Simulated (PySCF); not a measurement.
H2MgSe, SMILES [MgH][SeH].

Geometry: PBE-D3(BJ)/def2-TZVP.

All values below come from TDDFT-ωB97X/def2-TZVPD in PySCF.

Vertical excitations. The molecule is in vacuum. State labels are in the subgroup Cs.

Computed UV-visible absorptions:
| state | symmetry | energy (eV) | λ (nm) | f | main pairs |
|---|---|---|---|---|---|
| S1 | A" | 4.82 | 257 | 0.067 | HOMO→LUMO 85 % |
| S2 | A" | 5.21 | 238 | 0.003 | HOMO→LUMO+1 66 % |
| S3 | A' | 5.69 | 218 | 0.011 | HOMO→LUMO+2 57 %, HOMO−1→LUMO 29 % |
| S4 | A' | 5.80 | 214 | 0.021 | HOMO−1→LUMO+1 84 % |
| S5 | A" | 5.83 | 213 | 0.004 | HOMO→LUMO+6 39 %, HOMO→LUMO+8 15 %, HOMO→LUMO+1 14 %, HOMO→LUMO+5 13 % |
| S6 | A" | 6.08 | 204 | 0.025 | HOMO−1→LUMO+2 85 % |
| S7 | A' | 6.15 | 202 | 0.384 | HOMO−1→LUMO 53 %, HOMO→LUMO+2 24 % |
| S8 | A' | 7.00 | 177 | 0.432 | HOMO−1→LUMO+6 29 %, HOMO−1→LUMO+5 11 %, HOMO−2→LUMO+1 11 %, HOMO−1→LUMO 10 % |
| S9 | A" | 7.22 | 172 | 0.010 | HOMO→LUMO+3 63 %, HOMO→LUMO+6 10 % |
| S10 | A' | 7.27 | 171 | 0.191 | HOMO−2→LUMO+1 62 %, HOMO−2→LUMO 18 % |
| T1 | A" | 4.61 | 269 | 0 | HOMO→LUMO 73 % |
| T2 | A' | 5.09 | 244 | 0 | HOMO−1→LUMO 81 % |
| T3 | A" | 5.11 | 243 | 0 | HOMO→LUMO+1 35 %, HOMO→LUMO 20 %, HOMO→LUMO+6 18 %, HOMO→LUMO+5 14 % |
| T4 | A' | 5.51 | 225 | 0 | HOMO→LUMO+2 72 % |
Triplets are in the Tamm–Dancoff approximation, which puts them higher than full response would, so one can lie above its singlet here.
